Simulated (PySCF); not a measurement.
Electric field gradients and quadrupole coupling constants

Species: C5H8N2OSi.
Geometry (GFN2-xTB, Å), atoms numbered from 1 in this order:
```
atom  x, y, z in Å
N1    -1.5775    0.1366    0.1472
C2    -0.7667    0.7864   -0.5642
C3     0.7294    0.6266   -0.6565
C4     1.2235   -0.4261    0.2019
C5     1.5441   -1.3184    0.9468
Si6    2.0910   -2.6753    2.0717
C7    -1.3306    1.8751   -1.4549
N8    -2.6616    1.9992   -1.3324
O9    -0.6345    2.5463   -2.1873
H10   -1.1552   -0.5858    0.7302
H11    1.1902    1.5858   -0.3979
H12    0.9857    0.4277   -1.7025
H13    3.2282   -2.1922    2.8573
H14    0.9598   -3.0083    2.9432
H15    2.4676   -3.8284    1.2507
H16   -3.1656    2.6833   -1.8698
H17   -3.1347    1.3795   -0.6945
```

Field gradients from the PBE0/pcSseg-1 density (PySCF, non-relativistic), principal values in atomic units, ordered |Vxx| ≤ |Vyy| ≤ |Vzz|:

```json
{"atom": "N1", "Vxx": "0.2496", "Vyy": "0.7283", "Vzz": "-0.9779"}
{"atom": "N8", "Vxx": "0.3487", "Vyy": "0.5188", "Vzz": "-0.8675"}
{"atom": "O9", "Vxx": "0.7996", "Vyy": "0.8241", "Vzz": "-1.6237"}
```

Problem. Find the asymmetry η = (Vxx − Vyy)/Vzz and the couplings χ = eQV/h (234.96 MHz × Q in barn × V in au), with Q(14N) = 0.02044 b, Q(17O) = −0.0256 b.

Solution. 
```json
{"atom": "N1", "environment": "imine nitrogen", "nucleus": "14N", "η": "0.49", "χzz (MHz)": "-4.697", "χxx (MHz)": "1.199", "χyy (MHz)": "3.498"}
{"atom": "N8", "environment": "amide nitrogen", "nucleus": "14N", "η": "0.20", "χzz (MHz)": "-4.166", "χxx (MHz)": "1.675", "χyy (MHz)": "2.491"}
{"atom": "O9", "environment": "amide oxygen", "nucleus": "17O", "η": "0.02", "χzz (MHz)": "9.77", "χxx (MHz)": "-4.81", "χyy (MHz)": "-4.96"}
```

The gradient is axial or nearly so (η below 0.05) at O9. 

Problem. What is Vzz at O9 in SI units (1 au = 9.71736 × 10²¹ V/m²)?

Solution. -1.6237 au = -15.778 × 10²¹ V/m².

Problem. And the gradient at the other heavy atoms, for which no coupling is worked out here?

Solution. 
```csv
atom,environment,Vzz (au),η
C2,imine carbon,0.398,0.37
C3,propargylic carbon,0.139,0.35
C4,alkyne carbon,-0.339,0.02
C5,alkyne carbon,-0.313,0.16
Si6,SiH3 silicon,0.355,0.06
C7,amide carbonyl carbon,0.400,0.39
```

Were the hydrogens deuterons (Q(2H) = 0.00286 b), χzz would run from 107 kHz (H14, H15 and H13) to 281 kHz (H16).

Geometry: GFN2-xTB, one conformer, isolated molecule. GFN2-xTB bond lengths can be off by several hundredths of an ångström, more for odd bonds, and the gradients follow them. With a basis this small, the couplings can be 20 % off.
